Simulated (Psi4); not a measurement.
Ti, triplet. Base run: B3LYP/cc-pVTZ (Psi4 1.11).

Geometry (Å):
```xyz
1

Ti     0.0000     0.0000     0.0000
```
Charge 0, spin multiplicity 3.
Orbitals are unrestricted.
All else is at Psi4's defaults (density fitting).

Variants of this job, named by their change:

```json
[
 {"change": "base", "E (Eh)": "-849.38413", "<S^2>": "2.002", "core-seconds (rough)": "20"},
 {"change": "functional = bp86", "E (Eh)": "-849.46002", "<S^2>": "2.406", "core-seconds (rough)": "20"},
 {"change": "functional = b3lyp5", "E (Eh)": "-849.29941", "<S^2>": "2.002", "core-seconds (rough)": "20"},
 {"change": "functional = hf (with energy('scf'))", "E (Eh)": "-848.41291", "<S^2>": "2.008", "core-seconds (rough)": "10"},
 {"change": "functional = scan", "E (Eh)": "-849.44147", "<S^2>": "2.364", "core-seconds (rough)": "20"},
 {"change": "functional = m06-2x", "E (Eh)": "-849.34070", "<S^2>": "2.003", "core-seconds (rough)": "20"},
 {"change": "functional = m11", "E (Eh)": "-849.29117", "<S^2>": "2.002", "core-seconds (rough)": "30"},
 {"change": "functional = revpbe", "E (Eh)": "-849.24946", "<S^2>": "2.003", "core-seconds (rough)": "20"},
 {"change": "functional = m06-l", "E (Eh)": "-849.31062", "<S^2>": "2.002", "core-seconds (rough)": "20"},
 {"change": "functional = blyp", "E (Eh)": "-849.38436", "<S^2>": "2.002", "core-seconds (rough)": "20"},
 {"change": "functional = tpss", "E (Eh)": "-849.38260", "<S^2>": "2.004", "core-seconds (rough)": "20"},
 {"change": "functional = tpssh", "E (Eh)": "-849.37263", "<S^2>": "2.004", "core-seconds (rough)": "20"},
 {"change": "functional = bhhlyp", "E (Eh)": "-849.36161", "<S^2>": "2.003", "core-seconds (rough)": "20"}
]
```

Absolute energies of different levels of theory aren't comparable as measures of quality.

Open shells are given as the SCF converged; they aren't shown to be the lowest states, and a large step between rows can be another state.
